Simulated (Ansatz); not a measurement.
Molecule: C3H4Cl (charge -1, singlet). It need not be the lowest isomer of its formula. Whether it binds its extra electron was not tested at this geometry. SMILES: [C-](/Cl)=C\C
Structure (B3LYP-D3(BJ)/def2-TZVP (Ansatz, a first-principles code) minimum search):
```
C
C 1 1.3410
H 1 1.0924 2 124.71
C 1 1.5089 3 116.10 2 -180.00
H 4 1.0932 1 109.60 3 180.00
H 4 1.0999 5 107.90 1 -122.68
H 4 1.0999 5 107.90 6 -114.64
Cl 2 1.9539 1 107.60 3 0.00
```
Charge -1, spin multiplicity 1.

Parts of the frozen-core correlation energy in cc-pwCVTZ (Ansatz, hartree). Frozen orbitals: 8; correlated occupied orbitals by spin: 12 and 12; virtual: 224 and 224. No spin-orbit coupling. Non-relativistic.

| term | value |
|---|---|
| reference (HF) | -575.42028 |
| MP2 opposite-spin | [?] |
| MP2 same-spin | -0.16754 |
| CCSD correlation | [?] |
| (T) | [?] |
| T1 diagnostic | 0.013 |
| largest doubles amplitude | 0.078 |

Fill in the missing entries.


- MP2 opposite-spin, value: -0.53664
- CCSD correlation, value: -0.74197
- (T), value: -0.03620
